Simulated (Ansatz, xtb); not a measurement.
# Ranking isomers of C5H5BBrP

9 gas-phase structures of C5H5BBrP, from a drawn sample of its isomers (lower ones may exist). Each was relaxed with GFN2-xTB:

A. `BC1=PC=C(Br)C=C1`, a singlet
B. `BC1=C(Br)C=PC=C1`, a singlet
C. `BC1=CP=C(Br)C=C1`, a singlet
D. `BC1=CC(Br)=PC=C1`, a singlet
E. `BC1=CC=CP=C1Br`, a singlet
F. `BC1=C(Br)C=CP=C1`, a singlet
G. `BC1=PC(Br)=CC=C1`, a singlet
H. `BC1=PC=CC(Br)=C1`, a singlet
I. `BC1=CC(Br)=CP=C1`, a singlet

Task: Which do you expect lowest at r2SCAN-D4/def2-SVP, and how would the others follow?

Result: Calculated order at r2SCAN-D4/def2-SVP: A (0.000), H (0.061), G (0.066), D (0.119), I (0.137), C (0.140), B (0.146), F (0.226), E (0.247) eV. Less than 1 kcal/mol parts H and G; D and I; I and C; C and B; F and E, so the order within those pairs means little.

Energies above the lowest of each column, in eV; the last columns are at PBE-D3(BJ)/def2-SVP geometries and were run for some of them only (a dash: not run or not comparable):

```tsv
structure	GFN2-xTB	HF/STO-3G	r2SCAN-D4/def2-SVP	PBE-D3(BJ)/def2-SVP	CCSD(T)/def2-SVP + ΔMP2/def2-TZVPP
A	0.000	0.000	0.000	0.000	0.000
H	0.030	0.038	0.061	0.059	0.040
G	0.104	0.036	0.066	0.058	0.058
D	0.073	0.006	0.119	0.113	0.102
I	0.025	0.072	0.137	0.139	0.109
C	0.112	0.060	0.140	–	–
B	0.026	0.065	0.146	–	–
F	0.099	0.160	0.226	–	–
E	0.175	0.191	0.247	–	–
```

Every level run on A puts it lowest or level with the lowest. Some further structures that were screened fall inside this span and aren't listed. Flexible structures stand in one conformer each, not always the lowest. Frequencies (GFN2-xTB) were run for A, D, G, H, I alone. ΔMP2 is the change of the MP2 energy from the smaller to the larger basis.

Over these structures GFN2-xTB departs from r2SCAN-D4/def2-SVP by 0.047 eV on average once a common shift is removed. A GFN2-xTB relaxation took about 0.096 s and the r2SCAN-D4/def2-SVP energy about 2.7 s on a shared host (Ansatz 0.2.0, xtb 6.7.1).
